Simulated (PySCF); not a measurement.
Te(SH)2 (H2S2Te), SMILES S[Te]S.

The structure is a stationary point at B3LYP-D3(BJ)/def2-SVP. The def2 effective core potentials stand for the cores of Te; spin–orbit coupling is left out. Other conformers were not sampled.

Level of theory: B3LYP-D3(BJ)/def2-SVP in PySCF.

Frequencies are harmonic and unscaled.

Computed harmonic wavenumbers and intensities:
```
mode  ν (cm⁻¹)  IR (km/mol)  moving atoms (share of kinetic energy)
----  --------  -----------  --------------------------------------
1          119          0.3                         S 79 %, Te 17 %
2          301         23.3                                  H 95 %
3          314         28.0                          H 88 %, S 10 %
4          327         16.4                         S 70 %, Te 22 %
5          345          2.6                         S 82 %, Te 17 %
6          750          2.2                                  H 97 %
7          760          0.6                                  H 97 %
8         2652          1.3                                  H 97 %
9         2652          0.1                                  H 97 %
```
